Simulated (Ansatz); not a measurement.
Mulliken charges of `[NH2][SnH]([OH])[F]` from B3LYP/def2-TZVPP in Ansatz (PBE0-D4/def2-TZVP geometry).

```
atom   x (Å)   y (Å)   z (Å)  charge (e)
  N1  -0.667   1.411   0.046      -0.532
 Sn2   0.304  -0.293   0.397       1.236
  O3   1.330  -0.631  -1.221      -0.554
  F4  -0.878  -1.817   0.462      -0.503
  H5  -1.316   1.697   0.766       0.134
  H6  -1.137   1.435  -0.849       0.148
  H7   1.188  -0.312   1.842      -0.116
  H8   1.269  -1.548  -1.500       0.188
```

Problem. By hand: the dipole of these point charges (1 e Å = 4.8032 D).

Solution. Σ q r = (0.192, 0.336, 0.392) e Å, of length 0.551 e Å = 2.65 D.

Problem. How does the dipole of the full density compare? (Estimate.)

Solution. Ansatz gave: (-0.054, 0.192, 0.184) e Å, 1.30 D; the point charges give 2.04 times that, at 32° from its direction.

Point charges leave out the atoms' own dipoles, such as those of lone pairs, and Mulliken's split depends on the basis, so the two needn't agree.

B3LYP here is the variant with VWN-RPA as its local correlation; programs differ in this.
